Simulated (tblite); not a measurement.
C₆H₇NO₂Si.
Geometry (GFN2-xTB, Å), atoms numbered from 1 in this order:
```
atom  x, y, z in Å
C1     4.139   -1.056   -0.555
C2     3.030   -1.041   -0.097
C3     1.703   -1.046    0.465
O4     1.216   -1.982    1.041
O5     1.071    0.106    0.272
Si6   -0.458    0.404    0.877
C7    -0.812    2.148    0.245
C8    -1.689   -0.856    0.115
C9    -3.038   -0.473    0.386
N10   -4.109   -0.140    0.611
H11    5.110   -1.068   -0.958
H12   -0.419    0.257    2.330
H13   -0.711    2.215   -0.835
H14   -0.141    2.880    0.683
H15   -1.827    2.430    0.500
H16   -1.555   -0.914   -0.968
H17   -1.517   -1.852    0.528
```

Level: GFN2-xTB in tblite, geometry and Hessian alike; calculated harmonic values, unscaled, isolated species. This tight-binding method is rough: wavenumbers can miss measured ones by several per cent, in bad cases by 10 to 20. Modes of hydrogen on silicon can be 10 to 20 % off. One conformer, not necessarily the lowest.

Harmonic wavenumbers (cm⁻¹): 31.4, 43.3, 56.4, 75.2, 101.6, 115.4, 138.3, 177.2, 199.8, 210.8, 261.4, 377.6, 427.1, 479.6, 564.8, 615.6, 631.4, 657.3, 683.0, 694.7, 744.0, 746.4, 765.5, 802.2, 827.2, 849.2, 923.4, 1012.6, 1067.8, 1176.8, 1195.1, 1374.5, 1398.9, 1466.1, 1472.4, 1739.1, 2247.5, 2296.4, 2404.9, 2954.2, 2977.4, 3029.3, 3050.7, 3064.5, 3375.2.

A = 2664, B = 568.8, C = 497.6 MHz; mass 153.025 u (most abundant isotopes); point group C1, symmetry number 1.

Q: What is the zero-point energy?

A: ½Σν̃ = 24752 cm⁻¹ = 296.09 kJ/mol.

Q: What is S at 500 K and 1 bar for an ideal gas of classical rigid rotors and harmonic oscillators?

A: Translation 182.34, rotation 133.78, vibration 278.76: S = 594.9 J/(mol K).

Q: And Cp and H(500 K) − H(0)?

A: Cp = 249.07 J/(mol K), of which vibrations give 215.81 (their classical limit is 45 R = 374.2); H(500 K) − H(0) = 80.68 kJ/mol without the zero-point energy, 64.05 from vibrations.

Q: Which modes carry the vibrational entropy at 500 K?

A: 31.4 cm⁻¹: 28.31; 43.3 cm⁻¹: 25.64; 56.4 cm⁻¹: 23.44; 75.2 cm⁻¹: 21.06; 101.6 cm⁻¹: 18.57; 115.4 cm⁻¹: 17.52 J/(mol K); the other 39 give 144.23 together.

Q: Blend soft modes into free rotors: weight 1/[1 + (100 cm⁻¹/ν̃)⁴] for the oscillator and the rest for a rotor with moment μB/(μ + B), μ = h/(8π²ν), B = 10⁻⁴⁴ kg m². What vibrational entropy results?

A: 246.21 J/(mol K) in place of 278.76, which changes −T·S at 500 K by +16.28 kJ/mol.

Q: What must be added to the electronic energy to get the Gibbs energy at 500 K and 1 bar?

A: ZPE + [H(500 K) − H(0)] − T·S = 296.09 + 80.68 − 297.44 = 79.33 kJ/mol.

Q: How do the functions run with temperature in this model?

A: 
```json
{"T (K)": "100", "S (J/(mol K))": "330.5", "Cp (J/(mol K))": "103.5", "H − H(0) (kJ/mol)": "7.10", "G − H(0) (kJ/mol)": "-25.95", "ln q(vib)": "3.62"}
{"T (K)": "200", "S (J/(mol K))": "415.6", "Cp (J/(mol K))": "146.9", "H − H(0) (kJ/mol)": "19.63", "G − H(0) (kJ/mol)": "-63.49", "ln q(vib)": "7.83"}
{"T (K)": "300", "S (J/(mol K))": "483.2", "Cp (J/(mol K))": "188.4", "H − H(0) (kJ/mol)": "36.44", "G − H(0) (kJ/mol)": "-108.52", "ln q(vib)": "11.53"}
{"T (K)": "800", "S (J/(mol K))": "724.7", "Cp (J/(mol K))": "302.3", "H − H(0) (kJ/mol)": "164.14", "G − H(0) (kJ/mol)": "-415.59", "ln q(vib)": "26.58"}
{"T (K)": "1000", "S (J/(mol K))": "794.7", "Cp (J/(mol K))": "325.4", "H − H(0) (kJ/mol)": "227.03", "G − H(0) (kJ/mol)": "-567.70", "ln q(vib)": "31.48"}
```

q(vib) and H(0) count from the zero-point level.

Hindered rotation and anharmonicity are outside this model. Other conformers, if any are populated, would add a mixing term that is left out. The structure is chiral; the term R ln 2 for an equal mix with its mirror image is left out.

On an Arm Neoverse N1 with one thread, shared host with 64 logical CPUs at a one-minute load of 60, this took 1.3 s wall. This covers the Hessian and the dipole derivatives.
